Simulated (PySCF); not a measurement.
Ranking problems on computed properties.

All species are isolated and taken at one optimised geometry, non-relativistic unless stated. Electronic properties by PySCF.

The conformers computed, where there is a choice (atom-mapped SMILES and torsion angles):
- `[CH:1]#[C:2]/[CH:3]=[C:4](\[C:5]#[CH:6])[SiH2:7][C:8]#[N:9]`: C3–C4–Si7–C8 -116°
- `[CH:1]#[C:2]/[CH:3]=[C:4](/[C:5]#[CH:6])[SiH2:7][C:8]#[N:9]`: C3–C4–Si7–C8 56°
- `[CH3:1]/[CH:2]=[CH:3]\[SiH2:4][Cl:5]`: C2–C3–Si4–Cl5 -64°
- `[SiH3:1][CH2:2]/[CH:3]=[CH:4]\[Cl:5]`: Si1–C2–C3–C4 -94°
- `[CH2:1]=[C:2]([CH3:3])[C:4]([F:5])([F:6])[SiH2:7][SiH2:8][NH2:9]`: C1–C2–C4–F5 25°, C2–C4–Si7–Si8 179°, C4–Si7–Si8–N9 180°, H–N9–Si8–Si7 -170°, H–N9–Si8–Si7 52°

**Question.** Rank by HOMO–LUMO gap, lowest first (CAM-B3LYP/def2-SVPD at GFN2-xTB geometries).
A. `C#C/C=C(\C#C)[SiH2]C#N`
B. `C(#C)[Si@@H]1[C@@H](C#N)C21C=C2`
C. `C#CC#C/C([SiH3])=C/C#N`
D. `C#C/C=C(/C#C)[SiH2]C#N`

**Answer.** C (6.59 eV), D (7.06 eV), A (7.23 eV), B (8.05 eV).

**Question.** Give the two extremes of that set in kcal/mol.

**Answer.** `C#CC#C/C([SiH3])=C/C#N`: 152 kcal/mol; `C#C[Si@@H]1[C@@H](C#N)C12C=C2`: 186 kcal/mol.

**Question.** Rank by electronic spatial extent ⟨r²⟩ about the centre of nuclear charge, highest first (CAM-B3LYP/def2-SVPD at GFN2-xTB geometries).
A. `C#C[Si@@H]1[C@@H](C#N)C12C=C2`
B. `C#CC#C/C([SiH3])=C/C#N`
C. `C#CC1=C[SiH2]C(C#N)=C1`
D. `C#C/C=C(\C#C)[SiH2]C#N`

**Answer.** B (2065 bohr²), D (1664 bohr²), C (1553 bohr²), A (1456 bohr²).

**Question.** Give the two extremes of that set in Å².

**Answer.** `C#C[Si@@H]1[C@@H](C#N)C12C=C2`: 408 Å²; `C#CC#C/C([SiH3])=C/C#N`: 578 Å².

**Question.** Rank by static isotropic polarisability, lowest first (CAM-B3LYP/def2-SVPD at GFN2-xTB geometries).
A. `C#C/C=C(\C#C)[SiH2]C#N`
B. `C#CC#C/C([SiH3])=C/C#N`
C. `C/C=C\[SiH2]Cl`
D. `C#C[Si@@H]1[C@@H](C#N)C12C=C2`
E. `C([Si@@H]1C(=CC=C1)C#C)#N`

**Answer.** C (75.7 au), D (106.9 au), E (108.4 au), A (112.9 au), B (133.0 au).

**Question.** Give the two extremes of that set as polarisability volumes in Å³.

**Answer.** `C/C=C\[SiH2]Cl`: 11.22 Å³; `C#CC#C/C([SiH3])=C/C#N`: 19.70 Å³.

**Question.** Rank by smallest rotational constant, highest first (GFN2-xTB).
A. `C=C(C)C(F)(F)[SiH2][SiH2]N`
B. `C/C=C\[SiH2]Cl`
C. `[SiH3]C/C=C\Cl`
D. `C#C[Si@@H]1[C@@H](C#N)C12C=C2`
E. `C#CC1=CC=C[Si@@H]1C#N`
F. `C(#C)/C([SiH2]C#N)=C\C#C`

**Answer.** B (1.529 GHz), C (1.356 GHz), E (0.836 GHz), D (0.778 GHz), F (0.684 GHz), A (0.566 GHz).

**Question.** Give the two extremes of that set in cm⁻¹.

**Answer.** `C=C(C)C(F)(F)[SiH2][SiH2]N`: 0.0189 cm⁻¹; `C/C=C\[SiH2]Cl`: 0.0510 cm⁻¹.

**Question.** Rank by dipole moment, highest first (CAM-B3LYP/def2-SVPD at GFN2-xTB geometries).
A. `C#CC1=C[SiH2]C(C#N)=C1`
B. `C#C/C=C(/C#C)[SiH2]C#N`
C. `C#C/C=C(\C#C)[SiH2]C#N`
D. `C#C[Si@@H]1[C@@H](C#N)C12C=C2`
E. `C/C=C\[SiH2]Cl`

**Answer.** D (5.35 D), A (4.80 D), C (4.00 D), B (3.50 D), E (1.94 D).

**Question.** Rank by lowest singlet excitation, highest first (TDDFT CAM-B3LYP/def2-SVPD at GFN2-xTB geometries).
A. `C#C[Si@@H]1[C@@H](C#N)C12C=C2`
B. `C/C=C\[SiH2]Cl`
C. `C#C/C([SiH2]C#N)=C\C#C`
D. `C#CC#C/C([SiH3])=C/C#N`
E. `C#CC1=C[SiH2]C(C#N)=C1`

**Answer.** B (6.47 eV), A (5.15 eV), C (4.68 eV), E (3.92 eV), D (3.62 eV).

**Question.** Give the two extremes of that set as wavelengths.

**Answer.** `C#CC#C/C([SiH3])=C/C#N`: 342 nm; `C/C=C\[SiH2]Cl`: 192 nm.
